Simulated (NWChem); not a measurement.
System: BN2H5; SMILES NBN

NWChem input:

```
start job
memory heap 200 mb stack 900 mb global 1100 mb
geometry units angstroms noautoz
  B      0.000000     0.000000    -0.481123
  H      0.000000     0.000000    -1.694724
  N     -1.243095     0.000000     0.188027
  H     -2.117778     0.000000    -0.313887
  H     -1.352224     0.000000     1.192929
  N      1.243095     0.000000     0.188027
  H      1.352224     0.000000     1.192929
  H      2.117778     0.000000    -0.313887
end
basis spherical
  B library 6-31g*
  H library 6-31g*
  N library 6-31g*
end
dft
  xc mpw1k
  iterations 150
  mulliken
end
task dft energy
```

Structure relaxed at the PBE0/def2-SVP level.

### Question
Predict the main results of this run. (MPW1K/6-31G* (spherical d).) Quantities: energy (Ha); highest occupied level (eV); orbital gap (eV); dipole (D).

### Answer
```
Quantity                      Result
---------------------------  -------
energy (Ha)                  -137.39
highest occupied level (eV)    -7.54
orbital gap (eV)               11.01
dipole (D)                      1.47
```
